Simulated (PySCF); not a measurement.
# What a mistake does to a calculation on ClH4Si2 cation

All numbers below are calculated, not measured. The program is PySCF 2.14.0, an open-source quantum chemistry code, run on an isolated molecule that a program drew, which may never have been made. The molecule is ClH4Si2 cation (charge +1, singlet), drawn as the SMILES string `[SiH2+][SiH2]Cl`.

Each row is a Hartree-Fock (HF) and frozen-core CCSD(T) single point in the cc-pV(D+d)Z basis, meant for a local HF minimum. Run 1 is clean. Each other run has one planted mistake out of seven kinds, and not every kind appears here: one electron removed, one electron added, multiplicity raised by two, geometry at a saddle point, minimal basis STO-3G, one bond length entered in bohr, all coordinates scaled. The reference is restricted for singlets and unrestricted otherwise, and also for a bond in bohr. Adding or removing an electron swaps singlet and doublet. Electrons count all cores. HOMO and LUMO are orbital energies over both spins, the gradient is its largest component, and the lowest frequency (negative if imaginary) is given only where the gradient is small. Bond lengths are over the 6 bonds as drawn. T1 is the CCSD diagnostic: over 0.02 (restricted) or 0.045 (unrestricted) a single reference is doubtful.

Geometry of the clean run:
```xyz
7
ClH4Si2 cation, angstrom
Si    0.3951    1.0831    0.0352
Si    1.7630   -0.8474   -0.3364
Cl    0.1699   -2.1322   -0.4358
H    -0.0796    1.4795    1.3671
H    -0.2234    1.8441   -1.0579
H     2.4559   -0.6998   -1.6156
H     2.6012   -1.0700    0.8408
```

```
run  electrons  basis functions  <S^2>  HOMO (eV)  LUMO (eV)  gradient (hartree/bohr)  lowest frequency (cm^-1)  mean bond (Å)  longest bond (Å)      T1  HF (hartree)  CCSD(T) (hartree)                          mistake
  1         48               89  0.000     -16.59      -5.95                  4.4e-06                        43         1.7176             2.395  0.0137   -1039.44582        -1039.81725                         no fault
  2         48               89  0.869     -15.72      -6.19                  1.3e-02                         -         1.9353             2.775  0.0412   -1039.33853        -1039.69721  one bond length entered in bohr
  3         48               89  2.019     -14.00      -8.52                  5.5e-02                         -         1.7176             2.395  0.0253   -1039.34127        -1039.71414       multiplicity raised by two
  4         48               89  0.000     -16.44      -5.97                  2.0e-02                         -         1.7760             2.476  0.0140   -1039.43933        -1039.81264                                ?
```

**Which mistake was planted in run 4, and what did it cost?**

The mean and the longest bond both change by the same factor, 1.034, and the gradient is no longer small. So the mistake is: all coordinates scaled. Subtracting run 1 and multiplying by 627.51 kcal/mol a hartree, the energy moved by 4.1 kcal/mol in HF and 2.9 kcal/mol in CCSD(T).

